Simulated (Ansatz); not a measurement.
A CCSD(T) single point on C4H3IS, SMILES `Ic1cccs1`.

```yaml
crystal:
  periodic: [false, false, false]
  atoms:
    - {symbol: I, position_ang: [0.994403, 0.273549, -3.125484]}
    - {symbol: C, position_ang: [0.319236, 0.228505, -1.180156]}
    - {symbol: C, position_ang: [0.481369, -0.779650, -0.274999]}
    - {symbol: C, position_ang: [-0.114759, -0.470177, 0.972124]}
    - {symbol: C, position_ang: [-0.710544, 0.755656, 0.984228]}
    - {symbol: S, position_ang: [-0.551580, 1.543938, -0.521030]}
    - {symbol: H, position_ang: [1.004072, -1.700193, -0.494351]}
    - {symbol: H, position_ang: [-0.100211, -1.134440, 1.825958]}
    - {symbol: H, position_ang: [-1.233684, 1.236610, 1.796711]}
basis:
  gaussian: {orbitals: def2-TZVPP}
correlation: {method: ccsd_t}
output: {orbitals: {seedname: orbitals}}
```

```sh
$ ansatz run in.yaml --threads 4 --pin off --events-out ev --progress --plain --max-ram 10444MiB
```

Output of Ansatz, abridged:

```
Functional definition: HF
1738 factors; integrals over basis functions are off by at most 8.7e-4 eV
mean field evaluation 1: about -23055.8689 eV, gradient 3.7e1 eV
mean field evaluation 2: about -23056.2499 eV, gradient 3.7e1 eV
mean field evaluation 4: about -23060.1447 eV, gradient 5.1e0 eV
mean field evaluation 8: about -23060.2581 eV, gradient 6.1e-1 eV
mean field evaluation 16: about -23060.2608 eV, gradient 7.9e-6 eV
mean field -23060.26082176 eV, -847.4489543934 hartree, gradient 7.9e-6 eV, S^2 0.000000; 0 other end points of the search recorded, 0 dependent functions left out; unrestricted orbitals would lower it
13 core orbitals not correlated: weight in the atoms' cores, before any rotation towards them, 1.000 or more for the frozen orbitals, at most 0.000 for the correlated occupied ones
reference -23060.26082176 eV, -847.4489543934 hartree; 21, 21 occupied and 224, 224 virtual orbitals, 1738 factors
second order -35.57457988 eV of doubles, -0.00000000 eV of singles
cycle   1  -34.01876667 eV  change     1.6e0 eV  update   1.4e-1
cycle   2  -34.98949229 eV  change   -9.7e-1 eV  update   4.4e-2
cycle   3  -35.16191056 eV  change   -1.7e-1 eV  update   1.8e-2
cycle   4  -35.13844273 eV  change    2.3e-2 eV  update   5.0e-3
cycle   5  -35.13813081 eV  change    3.1e-4 eV  update   2.6e-3
cycle   6  -35.14039800 eV  change   -2.3e-3 eV  update   8.4e-4
cycle   7  -35.13983152 eV  change    5.7e-4 eV  update   4.5e-4
cycle   8  -35.13956052 eV  change    2.7e-4 eV  update   1.8e-4
cycle   9  -35.13964485 eV  change   -8.4e-5 eV  update   6.6e-5
cycle  10  -35.13964379 eV  change    1.1e-6 eV  update   2.1e-5
perturbative correction -1.60266652 eV, -0.0588969084 hartree
Total energy: -23097.00313207 eV, -848.7992093927 hartree
```

Run time 3.1 min (4 threads of an Intel Xeon on a shared host); peak host memory 6.7 GiB.

The correlation energy is -36.742 eV, 4.4 % of it from (T); the T1 diagnostic reads 0.0113.
